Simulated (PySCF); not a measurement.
Species: N-methyl-p-toluidine, C8H11N.
InChI=1S/C8H11N/c1-7-3-5-8(9-2)6-4-7/h3-6,9H,1-2H3

All values: wB97X-D/def2-SVPD (PySCF, non-relativistic), on one gas-phase PBE0-D3(BJ)/def2-SVP geometry that isn't relaxed in the solvent. The solvent is an IEF-PCM continuum (cavity from Bondi-type radii × 1.2), and excitations are vertical TDDFT with non-equilibrium linear response and a frozen core. The model holds no explicit solvent molecules, cavitation or dispersion.

Gas-phase singlets (H = HOMO, L = LUMO):

| state | E (eV) | λ (nm) | f | leading configuration |
| --- | --- | --- | --- | --- |
| S1 | 4.652 | 266 | 0.044 | H→L 90% |
| S2 | 5.485 | 226 | 0.267 | H→L+1 86% |
| S3 | 5.669 | 219 | 0.003 | H→L+2 80% |
| S4 | 6.274 | 198 | 0.009 | H→L+4 49% |
| S5 | 6.482 | 191 | 0.005 | H→L+3 53% |

Task: What are the lowest 5 singlets in methanol (ε = 32.61)?

Result: 
```
state  E (eV)  λ (nm)      f  leading configuration  change by rank (eV)
   S1   4.564     272  0.061                H→L 93%               -0.088
   S2   5.374     231  0.370              H→L+1 90%               -0.111
   S3   5.789     214  0.008              H→L+2 79%               +0.120
   S4   6.459     192  0.002              H→L+3 50%               +0.185
   S5   6.597     188  0.580              H-1→L 72%               +0.115
```

Task: The ground-state energy changes by -0.224 eV from gas to methanol. By how much does the total energy of gas-phase S1 change?

Result: E(S1) = E(S0) + excitation energy, so it changes by -0.224 − 0.088 = -0.312 eV: it is lowered more than the ground state, which is what a red shift means. This is the vertical state, with the slow part of the continuum still set for S0.

Task: How do the frontier levels move from gas to methanol?

Result: 
```csv
orbital,gas (eV),solvent (eV),change (eV)
LUMO+2,2.36,2.48,+0.12
LUMO+1,2.18,2.05,-0.13
LUMO,1.68,1.53,-0.15
HOMO,-7.21,-7.27,-0.06
HOMO-1,-8.83,-9.01,-0.18
HOMO-2,-10.10,-10.14,-0.04
HOMO-3,-11.16,-11.19,-0.03
```

The HOMO–LUMO gap goes from 8.89 to 8.81 eV. Rows go by rank; for LUMO+1 and LUMO+2 the atom shares or the degeneracy differ between the runs, so the row needn't follow one orbital.

The values belong to the conformer `[CH3:1][NH:2][c:3]1[cH:4][cH:5][c:6]([CH3:7])[cH:8][cH:9]1`: C1–N2–C3–C4 -170°.

wB97X-D is run here without its empirical dispersion term; that term would change no orbital, density or response property at a fixed geometry.
